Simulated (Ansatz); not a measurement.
Reaction (formal exchange of groups at a B–B bond): `BB1OCC1O` + SiH₄ → `OC1COB1[SiH3]` + BH₃

Isolated molecules relaxed with PBE0-D4/def2-TZVP in Ansatz; ΔE leaves out vibrations. CCSD(T)/CBS is the MP2 limit (def2-TZVPP, def2-QZVPP) plus CCSD(T) − MP2 in def2-TZVPP, frozen cores. This one scheme is used for every species. DFT in def2-TZVPP. B3LYP here is the variant with VWN-RPA as its local correlation; programs differ in this. Each species was taken in one conformer, which may not be the lowest.

```tsv
level	ΔE (kJ/mol)	difference from CCSD(T)/CBS
r2SCAN-D4	7.6	3.3
B3LYP-D4	6.9	2.6
ωB97X-V	6.1	1.8
r2SCAN	8.2	3.9
MP2/def2-TZVPP	2.7	-1.6
CCSD(T)/def2-TZVPP	3.6	-0.7
HF/def2-QZVPP	11.7	7.4
MP2/def2-QZVPP	3.3	-1.0
SCS-MP2/def2-QZVPP	4.2	-0.1
MP2/CBS(def2)	3.4	-0.9
CCSD(T)/CBS	4.3	0
```

Largest T1 diagnostic among the species: 0.015.

The D4 term adds −3.3 kJ/mol with B3LYP and −2.0 kJ/mol with PBE0; it sums over pairs of atoms, weighted by their polarisabilities, and B3LYP, whose exchange is more repulsive, gets the larger term. In def2-TZVPP, CCSD(T) changes the Hartree–Fock value by −7.6 kJ/mol (the triples alone add −1.9 kJ/mol) and MP2 by −8.5 kJ/mol.
